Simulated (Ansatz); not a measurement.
Basis-set extrapolation for AlF$_{3}$H$_{2}$S, SMILES `[F][Al-]([F])([F])[SH2+]` (PBE0-D4/def2-TZVP geometry, frozen core, Ansatz). Multiplicity 1, RHF reference.

```csv
,def2-TZVPP,def2-QZVPP
HF,-939.351416,-939.385905
MP2 correlation,-1.020603,-1.117805
CCSD(T) correlation,-1.073590,not run
```

Energies in hartree. Use E(X) = E(∞) + A·exp(−7.88·√X) for Hartree–Fock and E(X) = E(∞) + B·X^(−2.97) for correlation, with X = 3 and 4, and add CCSD(T) minus MP2 of the smaller set to the MP2 limit.

Problem. What is the CCSD(T) energy at the basis-set limit?

Solution. HF limit: -939.385905 + (-0.034489) × 0.13774 = -939.39066. MP2 limit: -1.117805 + (-0.097202) × 0.74074 = -1.18981. Higher-order term: -1.073590 − (-1.020603) = -0.05299. Total: -940.63346 hartree, 547.3 kJ/mol below CCSD(T)/def2-TZVPP.
